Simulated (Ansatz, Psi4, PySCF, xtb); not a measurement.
Complex: NH3 (SMILES N) (first 4 atoms) with CHN (SMILES C#N); geometry from B3LYP-D3(BJ)/def2-TZVP, rigid monomers moved along the line of their centres of mass till N1···H7 is 2.38 Å.
(charge 0, multiplicity 1):
```xyz
7

N     -0.314     0.026     0.013
H     -1.188     0.437    -0.299
H      0.436     0.589    -0.373
H     -0.247    -0.894    -0.409
C     -0.140    -0.132     3.474
N     -0.084    -0.182     4.619
H     -0.194    -0.083     2.390
```

Interaction energies are E(AB) − E(A) − E(B) at the monomers' geometry in the complex; basis-set methods are counterpoise corrected. Rows marked so take none.

Cores are frozen in the correlated methods. Rows in 6-31G* carry no dispersion term and start afresh at each structure (6-31G* with six Cartesian d functions).

Programs: Ansatz (Gaussian orbitals); Psi4 for SAPT; PySCF for 6-31G* rows, the dispersion terms; xtb for the GFN methods. Values without a source in brackets are computed.

```
level                          interaction energy (kJ/mol)
-----------------------------  ---------------------------
GFN-FF                                               -14.1
GFN2-xTB                                             -17.0
PBE-D4/def2-TZVPPD                                   -26.9
BP86/6-31G* (no counterpoise)                        -32.5
r2SCAN/def2-TZVPPD                                     ___
B3LYP/def2-TZVPPD                                    -23.7
B3LYP-D3(BJ)/def2-TZVPPD                             -26.6
MP2/aug-cc-pVDZ                                      -23.8
SAPT0/jun-cc-pV(D+d)Z                                  ___
```

What belongs in the gaps?


- r2SCAN/def2-TZVPPD, interaction energy (kJ/mol): -24.5
- SAPT0/jun-cc-pV(D+d)Z, interaction energy (kJ/mol): -28.0

Ansatz is a program for electronic structure.
